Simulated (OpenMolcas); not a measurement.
Mn5+, Tc5+, Re5+: d2 down the group

```yaml
Program: OpenMolcas
Method: RASSCF
Basis: ANO-R2
Scalar_Hamiltonian: X2C, finite nucleus
Spin-orbit_coupling: state interaction with AMFI integrals over the reference wave functions, term energies averaged over their components
```

Active space for each ion: 8 electrons in 8 orbitals (RAS1 p, at most 2 holes; RAS2 d).

Computed levels in cm-1 above 3F2:

```csv
Level,Mn5+,Tc5+,Re5+
3F3,767,2158,8635
3F4,1736,4589,15819
1D2,17139,13517,18635
3P0,20582,14679,15973
3P1,20858,15601,21141
3P2,21459,17812,30540
1G4,29414,22423,30191
1S0,61496,45711,54343
weight of 3F in the lowest level (%),100,98,90
```

Mixed levels, with the weight of the term that names them: Re5+ 1D2 (50 %), Re5+ 3P2 (58 %).

Measured, with the error of the calculation in %. Measured levels: Mn5+ from Corliss and Sugar, J. Phys. Chem. Ref. Data 6, 1253 (1977).

```tsv
Level	Mn5+
3F3	746 (+2.8)
3F4	1669 (+4.0)
1D2	15336 (+11.8)
3P0	17782 (+15.7)
3P1	18057 (+15.5)
3P2	18628 (+15.2)
1G4	25511 (+15.3)
```

The fine-structure level 3F4 changes by a factor of 9.11 from Mn5+ to Re5+.

Without spin-orbit coupling 1D lies 16211, 11423, 10800 cm-1 above 3F in that order; the difference to the level 1D2, of either sign, comes from spin-orbit coupling, which also lowers the zero.

Without dynamic correlation excited terms often stand tens of per cent too high (terms of higher spin than the ground term too low), and those without a measured partner can miss by more than the paired ones. Active for correlation alone: 3p; no level in the range computed is led by a configuration that opens it, so any true level of that kind is missing (holds for Mn5+). Active for correlation alone: 4p; no level in the range computed is led by a configuration that opens it, so any true level of that kind is missing (holds for Tc5+). Active for correlation alone: 5p; no level in the range computed is led by a configuration that opens it, so any true level of that kind is missing (holds for Re5+). Computed and measured levels are paired by configuration, term and J; levels that our copy of the source lacks, or whose pairing is in doubt (as where it misses far off the trend of its configuration), stay unpaired and out of the deviations. Only configurations of the active space appear.
